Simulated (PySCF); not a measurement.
Structure elucidation problem

An unknown has the formula C₆H₁₀NP. Its calculated NMR data are:

¹H NMR (500 MHz, computed): δ 7.20 (m, 1H), 5.93 (m, 1H), 5.90 (m, 1H), 2.68 (m, 3H), 2.58 (m, 3H), -0.09 (br s, 1H).

¹³C{¹H} NMR (computed): δ 158.5 (C), 130.9 (C), 130.3 (CH), 130.1 (CH2), 33.8 (CH3), 15.0 (CH3).

[PySCF: GFN2-xTB geometry; shielding tensors at PBE0/pcSseg-1 (GIAO); one computed conformer; rapidly exchanging positions averaged; non-relativistic; gas phase]

δ = σ(ref) − σ, references computed at the same level: ¹H (σref 31.72) and ¹³C (σref 186.93) against TMS.

Question: Which candidate is it?
A. CCc1cn(C)cp1
B. CCc1pccn1C
C. C=CC1=C(C)P1NC

Answer: C. 

1. 6 carbon signals for 6 carbons: no two carbons are equivalent.
2. Carbon types of the structure: 2 × C, 1 × CH, 1 × CH2, 2 × CH3, leaving 1 H on heteroatoms.
3. δC 158.5, 130.9: fully substituted alkene carbon; as expected for a trigonal carbon in a double bond.
4. δC 130.3: alkene CH; an sp2 carbon of a C=C bond.
5. δC 130.1: terminal =CH2 carbon; the olefinic region.
6. δC 33.8: methyl carbon bonded to N; the inductive effect lowers its shielding.
7. δH -0.09: hydrogen on a nitrogen bonded to C, P; exchangeable; this is the value without hydrogen bonding to other molecules.

The others: CCc1cn(C)cp1 has carbons computed at 163.3, 160.0, 130.9, 40.4, 28.1, 25.5, with a different DEPT pattern; CCc1pccn1C has carbons computed at 179.6, 134.7, 134.0, 36.4, 27.7, 22.3, with a different DEPT pattern.

OH/NH shifts are gas-phase values; hydrogen bonding in solution moves them, usually downfield. Splittings by ³¹P in the carbon and heteronuclear signals aren't shown, as no couplings were computed. Shifts are as computed. Against solution values, carbons near 30 ppm lie about +3 ppm off and those near 130 ppm about +5 ppm. Of 1211 compounds with measured shifts, 218 miss one by over three times the rms of a fit or turn the order of signals round; such compounds aren't used in these exercises. Multiplicities follow the n + 1 count of equivalent neighbours, as no J values were calculated; m marks all less simple cases, F and P coupling included.
